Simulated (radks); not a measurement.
The numbers below are computed, except where a source is named.
Tl LVII, 25 electrons, occupied as [Ar] 3d7.

Level of theory: non-relativistic Kohn-Sham, PBE, spin-polarised, spherical densities, point nucleus; open shells are filled with parallel spins first (spin-orbit coupling, left out, can overturn this in heavy ions); relativity is left out, which matters for an element this heavy (a radial shooting solver on a logarithmic mesh with Libxc functionals).

Energy parts (hartree):
total: -16219.6412
kinetic: 16218.2771
electron-nucleus: -34657.5110
Hartree: 2443.7377
exchange-correlation: -224.1450

Orbitals (lengths in bohr, moments of r in powers of bohr; <r^-3> diverges for s and p1/2):
orbital  occ.  eigenvalue (hartree)  <r^-3>      <r>
1s up       1             -2958.633       -  0.01869
1s down     1             -2958.624       -  0.01868
2s up       1             -601.4448       -  0.07828
2s down     1             -600.8051       -  0.07824
2p up       3             -584.3953   19010  0.06612
2p down     3             -583.9336   19040  0.06607
3s up       1             -227.4530       -   0.1902
3s down     1             -226.9181       -   0.1904
3p up       3             -220.0014    4572   0.1801
3p down     3             -219.4130    4550   0.1804
3d up       5             -206.9356   822.2   0.1559
3d down     2             -206.1541   820.1   0.1561

The highest occupied level is 3d down at -5609.7 eV. The electron density at the nucleus is 3.804e+05 e/bohr^3. The density falls to 0.001 e/bohr^3 at r = 0.58 bohr.
